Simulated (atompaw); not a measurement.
## What one change does to a pseudopotential (neodymium (Nd), PAW (atompaw))

atompaw 4.2.0.5 input, output lines left out:

```
Nd 60
GGA-PBESOL scalarrelativistic loggrid 2001 logderivrange -5 5 251
6 6 5 4 0 0
6 1 0
5 2 1
4 3 3
0 0 0
c
c
c
c
v
v
c
c
c
v
v
c
c
v
c
3
3.00 2.70 2.70 2.70
n
n
y
0.3
n
y
-0.2
y
2.5
n
custom polynom vanderbiltortho sinc
4 0 troulliermartins
1.85
3.00
2.25
2.60
3.00
3.00
2.85
2.85
```

Change: local potential troulliermartins scheme with l = 4 at 0 Ry, radius 1.54 bohr.

Cutoffs: the cutoffs (Ry, on a coarse ladder) from which the occupation-weighted sum of valence levels, in a spherical-Bessel basis at the reference potential, stays within 10 and 1 mRy of its value at 400 Ry; they do not see the model core or the augmentation charge, which bear on the density cutoff.

Question: What does the change do?

Answer: The potential gets neither clearly harder nor softer (15 Ry and 25 Ry → 15 Ry and 25 Ry); the bound ghosts move from f to f, s; the range in which the s phases agree widens (upper end 2.1 → 3.4); the range in which the p phases agree narrows (upper end 4.9 → 0.7). A state that the projectors do not describe sees the local part alone, so a deeper or shallower local part can create or remove a ghost.

```tsv
quantity	base	changed
cutoff, loose	15 Ry	15 Ry
cutoff, tight	25 Ry	25 Ry
bound ghosts	f	s, f
s: phases at 3.01 bohr within 0.05 rad from the reference energy up to (Ry; the scan ends near 5)	2.1	3.4
p: phases at 3.01 bohr within 0.05 rad from the reference energy up to (Ry; the scan ends near 5)	4.9	0.7
d: phases at 3.01 bohr within 0.05 rad from the reference energy up to (Ry; the scan ends near 5)	to the end of the scan	2.4
f: phases at 3.01 bohr within 0.05 rad from the reference energy up to (Ry; the scan ends near 5)	0.7	0.9
lowest overlap eigenvalue by channel	s 0.58, p 0.76, d 0.92, f 1.00	s 0.58, p 0.77, d 0.92, f 1.00
```

 A true bound ghost makes a file unfit for plane-wave use even where its test errors are small: the radial tests pick states by their node count and pass the ghost by. The cutoffs see the waves, projectors and local potential, not the compensation charge or the core.
